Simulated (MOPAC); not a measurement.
Job for MOPAC: PM3 on C2H6Sn (SMILES C=[CH][SnH3]).

```
PM3 1SCF PRECISE CHARGE=0 THREADS=1
C2H6Sn

C     -1.66532024 1    -0.08747631 1    -0.06249183 1
C     -0.51029377 1    -0.59555950 1     0.35305120 1
Sn     1.38193296 1     0.29755303 1    -0.09542917 1
H     -1.72187729 1     0.81730109 1    -0.65884834 1
H     -2.61658727 1    -0.55505621 1     0.17522012 1
H     -0.52076951 1    -1.50468334 1     0.94745565 1
H      2.36758679 1    -0.79476298 1    -0.97341347 1
H      1.08441233 1     1.69870132 1    -1.03333607 1
H      2.20091602 1     0.72398292 1     1.34779188 1
```

Output:

```
*******************************************************************************
 **                                                                           **
 **                              MOPAC v23.2.5                                **
 **                                                                           **
 *******************************************************************************
 ** MOPAC's Digital Object Identifier: https://doi.org/10.5281/zenodo.6511958 **
 **                                                                           **
 ** Please cite the open-source release paper for use of this MOPAC version:  **
 ** J. E. Moussa and J. J. P. Stewart (2026)                                  **
 ** MOPAC: An open-source semiempirical molecular orbital program             **
 ** J. Open Source Softw., 11(119), 8025, https://doi.org/10.21105/joss.08025 **
 *******************************************************************************

                              PM3 CALCULATION RESULTS

 *******************************************************************************
 *  PM3        - The PM3 Hamiltonian to be used
 *
 *
 *
 *                 CHARGE ON SYSTEM = 0
 *
 *
 *
 *  PRECISE    - TIGHTER CRITERIA TO BE USED
 *  1SCF       - DO 1 SCF AND THEN STOP
 *  THREADS=1  - MULTI-THREADING NOT USED
 *  T=         - A TIME OF 172800.0 SECONDS REQUESTED
 *  DUMP=N     - RESTART FILE WRITTEN EVERY 7200.0 SECONDS REQUESTED
 *******************************************************************************
PM3 1SCF PRECISE CHARGE=0 THREADS=1
 C2H6Sn

   ATOM   CHEMICAL          X               Y               Z
  NUMBER   SYMBOL      (ANGSTROMS)     (ANGSTROMS)     (ANGSTROMS)

     1       C         -1.66532024  *  -0.08747631  *  -0.06249183  *
     2       C         -0.51029377  *  -0.59555950  *   0.35305120  *
     3      Sn          1.38193296  *   0.29755303  *  -0.09542917  *
     4       H         -1.72187729  *   0.81730109  *  -0.65884834  *
     5       H         -2.61658727  *  -0.55505621  *   0.17522012  *
     6       H         -0.52076951  *  -1.50468334  *   0.94745565  *
     7       H          2.36758679  *  -0.79476298  *  -0.97341347  *
     8       H          1.08441233  *   1.69870132  *  -1.03333607  *
     9       H          2.20091602  *   0.72398292  *   1.34779188  *



          CARTESIAN COORDINATES

    NO.       ATOM           X           Y           Z

     1         C         -1.6653     -0.0875     -0.0625
     2         C         -0.5103     -0.5956      0.3531
     3        Sn          1.3819      0.2976     -0.0954
     4         H         -1.7219      0.8173     -0.6588
     5         H         -2.6166     -0.5551      0.1752
     6         H         -0.5208     -1.5047      0.9475
     7         H          2.3676     -0.7948     -0.9734
     8         H          1.0844      1.6987     -1.0333
     9         H          2.2009      0.7240      1.3478

  H: (PM3): J. J. P. STEWART, J. COMP. CHEM. 10, 209 (1989).
  C: (PM3): J. J. P. STEWART, J. COMP. CHEM. 10, 209 (1989).
 Sn: (PM3): J. J. P. STEWART, J. COMP. CHEM. 12, 320-341 (1991).

           Empirical Formula: C2 H6 Sn  =     9 atoms



      MOLECULAR POINT GROUP   :   Cs


      RHF CALCULATION, NO. OF DOUBLY OCCUPIED LEVELS = 9


 -------------------------------------------------------------------------------
 PM3 1SCF PRECISE CHARGE=0 THREADS=1
 C2H6Sn



     1SCF WAS SPECIFIED, SO BFGS WAS NOT USED
     SCF FIELD WAS ACHIEVED


                              PM3 CALCULATION
                                                       MOPAC v23.2.5 Linux




          FINAL HEAT OF FORMATION =         53.50196 KCAL/MOL =     223.85221 KJ/MOL


          COSMO AREA              =        118.66 SQUARE ANGSTROMS
          COSMO VOLUME            =        108.49 CUBIC ANGSTROMS

          IONIZATION POTENTIAL    =         10.601012 EV
          HOMO LUMO ENERGIES (EV) =        -10.601 -0.265
          NO. OF FILLED LEVELS    =          9
          MOLECULAR WEIGHT        =        148.7594         POINT GROUP:  Cs

          MOLECULAR DIMENSIONS (Angstroms)

            Atom       Atom       Distance
            H     9    H     5     5.12047
            H     8    H     6     3.64886
            H     7    H     9     2.64696


          SCF CALCULATIONS        =          1





   ATOM   CHEMICAL          X               Y               Z
  NUMBER   SYMBOL      (ANGSTROMS)     (ANGSTROMS)     (ANGSTROMS)

     1       C         -1.66532024  *  -0.08747631  *  -0.06249183  *
     2       C         -0.51029377  *  -0.59555950  *   0.35305120  *
     3      Sn          1.38193296  *   0.29755303  *  -0.09542917  *
     4       H         -1.72187729  *   0.81730109  *  -0.65884834  *
     5       H         -2.61658727  *  -0.55505621  *   0.17522012  *
     6       H         -0.52076951  *  -1.50468334  *   0.94745565  *
     7       H          2.36758679  *  -0.79476298  *  -0.97341347  *
     8       H          1.08441233  *   1.69870132  *  -1.03333607  *
     9       H          2.20091602  *   0.72398292  *   1.34779188  *

                             CARTESIAN COORDINATES

   1    C       -1.665320240    -0.087476310    -0.062491830
   2    C       -0.510293770    -0.595559500     0.353051200
   3   Sn        1.381932960     0.297553030    -0.095429170
   4    H       -1.721877290     0.817301090    -0.658848340
   5    H       -2.616587270    -0.555056210     0.175220120
   6    H       -0.520769510    -1.504683340     0.947455650
   7    H        2.367586790    -0.794762980    -0.973413470
   8    H        1.084412330     1.698701320    -1.033336070
   9    H        2.200916020     0.723982920     1.347791880


           Empirical Formula: C2 H6 Sn  =     9 atoms



      MOLECULAR POINT GROUP   :   Cs


                  EIGENVALUES
 -32.58248 -20.46256 -16.75902 -15.87994 -14.37092 -12.79620 -12.37787 -11.12490
 -10.60101  -0.26451   0.26854   0.44383   0.71523   1.23598   3.64707   3.90968
   5.04229   5.43643


              NET ATOMIC CHARGES AND DIPOLE CONTRIBUTIONS

  ATOM NO.   TYPE          CHARGE      No. of ELECS.   s-Pop       p-Pop
    1          C          -0.127010        4.1270     1.18460     2.94241
    2          C          -0.202902        4.2029     1.23649     2.96641
    3         Sn           0.121845        3.8782     1.10391     2.77425
    4          H           0.083960        0.9160     0.91604
    5          H           0.084183        0.9158     0.91582
    6          H           0.097845        0.9022     0.90215
    7          H          -0.018015        1.0180     1.01802
    8          H          -0.021877        1.0219     1.02188
    9          H          -0.018027        1.0180     1.01803
 DIPOLE           X         Y         Z       TOTAL
 POINT-CHG.    -0.185     0.034    -0.035     0.191
 HYBRID        -0.180    -0.046     0.017     0.187
 SUM           -0.365    -0.012    -0.018     0.366


          ATOMIC ORBITAL ELECTRON POPULATIONS

     Atom    s        px        py        pz
    1  C   1.18460   0.96820   0.99415   0.98007
    2  C   1.23649   0.95849   0.99593   1.01199
    3 Sn   1.10391   0.89159   0.93423   0.94842
    4  H   0.91604
    5  H   0.91582
    6  H   0.90215
    7  H   1.01802
    8  H   1.02188
    9  H   1.01803

 **********************
 *                    *
 * JOB ENDED NORMALLY *
 *                    *
 **********************




 == MOPAC DONE ==
```

The run finished.

Cost: roughly 0.020 core-seconds.
